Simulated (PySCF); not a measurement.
Point-charge models of `Cc1pcc(C#N)cp1` against its computed dipole.

Coordinates (GFN2-xTB, Å) and charges (e) from the PBE0/pcSseg-1 density (PySCF):

| atom | x | y | z | Mulliken | IAO | Hirshfeld | ESP-fitted |
| --- | --- | --- | --- | --- | --- | --- | --- |
| C1 | 2.725 | -0.751 | -0.095 | -0.1667 | -0.4187 | -0.1247 | -0.6025 |
| C2 | 1.267 | -0.372 | -0.047 | -0.7908 | -0.4194 | -0.0912 | +0.4204 |
| P3 | 0.525 | -0.084 | -1.599 | +0.5452 | +0.4118 | +0.1269 | -0.2316 |
| C4 | -1.099 | 0.365 | -1.204 | -0.2962 | -0.3603 | -0.0897 | +0.1579 |
| C5 | -1.677 | 0.465 | 0.056 | -0.1774 | -0.0196 | +0.0138 | -0.4893 |
| C6 | -3.042 | 0.852 | 0.104 | +0.1483 | +0.1390 | +0.0801 | +0.4886 |
| N7 | -4.145 | 1.162 | 0.143 | -0.2325 | -0.2303 | -0.2114 | -0.4668 |
| C8 | -1.054 | 0.218 | 1.274 | -0.2962 | -0.3603 | -0.0898 | +0.1469 |
| P9 | 0.582 | -0.271 | 1.554 | +0.5451 | +0.4118 | +0.1269 | -0.2290 |
| H10 | 3.347 | 0.145 | -0.052 | +0.1522 | +0.1665 | +0.0521 | +0.1835 |
| H11 | 2.996 | -1.381 | 0.752 | +0.1366 | +0.1563 | +0.0465 | +0.1778 |
| H12 | 2.965 | -1.274 | -1.020 | +0.1365 | +0.1563 | +0.0465 | +0.1775 |
| H13 | -1.735 | 0.587 | -2.054 | +0.1479 | +0.1834 | +0.0570 | +0.1304 |
| H14 | -1.658 | 0.338 | 2.167 | +0.1479 | +0.1834 | +0.0570 | +0.1361 |

Q: Compute μ = Σ q r for each scheme (1 e·Å = 4.803 D) and compare with the dipole of the full density.

A: The full density gives (3.79, -0.98, -0.13) D, 3.91 D in size; dipole vectors point from the negative to the positive end.

| scheme | μx | μy | μz | size (D) | share of the full size (%) | angle to the full dipole (°) |
| --- | --- | --- | --- | --- | --- | --- |
| Mulliken | 6.80 | -1.81 | -0.23 | 7.04 | 180 | 0 |
| IAO | 4.76 | -1.27 | -0.16 | 4.93 | 126 | 1 |
| Hirshfeld | 3.58 | -0.98 | -0.12 | 3.72 | 95 | 1 |
| ESP-fitted | 3.83 | -1.00 | -0.12 | 3.96 | 101 | 0 |

Q: Which set comes closest?

A: Length of the difference vector: ESP-fitted 0.05 D, Hirshfeld 0.21 D, IAO 1.01 D, Mulliken 3.13 D. Closest: ESP-fitted. ESP charges are fitted to the potential around the molecule, whose slowest-falling term is the dipole's. 

Q: What is left for the Hirshfeld atoms' own dipoles?

A: The Hirshfeld atoms' densities add up to the full density, so μ = Σ q r + Σ (atomic dipoles). The atomic dipoles sum to (3.79, -0.98, -0.13) − (3.58, -0.98, -0.12) = (0.21, 0.00, -0.01) D, 0.21 D in size.

Q: With the origin at the mean of the coordinates, (0.000, 0.000, -0.002) Å, which are the largest single terms, by size, of the Hirshfeld dipole along the direction of the full one?

A: N7 +4.37, C1 -1.69, C6 -1.22, H10 +0.80, H12 +0.72 D; all 14 atoms together +3.72 D. The single terms depend on the origin, their sum doesn't.

Q: Give the size of the full dipole in other units.

A: 3.91 D = 1.540 au = 0.815 e·Å = 13.06 × 10⁻³⁰ C·m.

Isolated species at its GFN2-xTB geometry, gas phase.
